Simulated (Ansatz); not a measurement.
`[CH3][GeH3]` + `N#[C][SnH2][Cl]` → `[Cl][SnH2][GeH3]` + `CC#N`  (formal exchange of groups at a Ge–C bond)

Calculated with Ansatz (gas phase, PBE0-D4/def2-TZVP geometries, no zero-point term in ΔE). CBS: MP2 limit from def2 TZ/QZ plus the TZ coupled-cluster correction, frozen cores. This one scheme is used for every species. Functionals use def2-TZVPP. Elements past krypton have def2 core potentials. For Ge, Sn outer-core shells are correlated without core-valence functions, which leaves a few kJ/mol of doubt a bond. Scalar relativity is left out up to krypton.

| level | ΔE (kJ/mol) |
| --- | --- |
| r2SCAN-D4 | -47.4 |
| ωB97X-V | -38.4 |
| PBE | -53.8 |
| BLYP | -48.2 |
| r2SCAN | -47.3 |
| HF/def2-SVP | -46.1 |
| MP2/def2-QZVPP | -31.7 |
| CCSD/CBS(def2) | -36.6 |

Q: What does CCSD(T)/CBS give? (Best estimate.)

A: Computed: -34.6 kJ/mol. The listed levels differ from it by -12.8, -3.8, -19.2, -13.6, -12.7, -11.5, 2.9, -2.0 kJ/mol.

Largest T1 diagnostic among the species: 0.013.

At CCSD(T), def2-SVP lies −5.4 kJ/mol from the extrapolated value and def2-TZVPP +7.8 kJ/mol. Leaving LDA and LC-ωPBE aside and taking each functional with its dispersion term where it has one, the values, not all of them listed here, spread over 15.7 kJ/mol, from PBE-D4 to ωB97M-V. LDA lies −10.6 kJ/mol from PBE without D4. In def2-TZVPP, CCSD(T) changes the Hartree–Fock value by +8.6 kJ/mol (the triples alone add +2.0 kJ/mol) and MP2 by +8.3 kJ/mol.
